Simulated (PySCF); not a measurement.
Precursor series Zr NH2-H. All species are isolated molecules in the gas phase. One relaxed conformer stands for each flexible species; it need not be the lowest.

Computed with B3LYP-D3(BJ)/def2-TZVP // BP86-D3(BJ)/def2-SVP (PySCF). B3LYP has the VWN-RPA correlation part, as in Gaussian. 

| species | HOMO (eV) | mean distance from the central atom to its bonded neighbours (Å) | charge on the central atom (Mulliken) (e) | LUMO (eV) |
|---|---|---|---|---|
| 0 of 4 NH2 replaced by H ([Zr(NH2)4]) | -6.46 | ___ | 1.70 | -0.33 |
| 1 of 4 NH2 replaced by H | -6.84 | 2.002 | 1.40 | -0.38 |
| 2 of 4 NH2 replaced by H ([Zr(NH2)2(H)2]) | -7.21 | 1.953 | 1.16 | ___ |
| 3 of 4 NH2 replaced by H ([Zr(NH2)(H)3]) | -7.70 | 1.904 | ___ | -2.21 |
| 4 of 4 NH2 replaced by H | -8.34 | 1.855 | ___ | ___ |

Some entries are withheld; supply them.


- 0 of 4 NH2 replaced by H ([Zr(NH2)4]), mean distance from the central atom to its bonded neighbours (Å): 2.060
- 2 of 4 NH2 replaced by H ([Zr(NH2)2(H)2]), LUMO (eV): -1.56
- 3 of 4 NH2 replaced by H ([Zr(NH2)(H)3]), charge on the central atom (Mulliken) (e): 0.95
- 4 of 4 NH2 replaced by H, charge on the central atom (Mulliken) (e): 0.79
- 4 of 4 NH2 replaced by H, LUMO (eV): -2.76
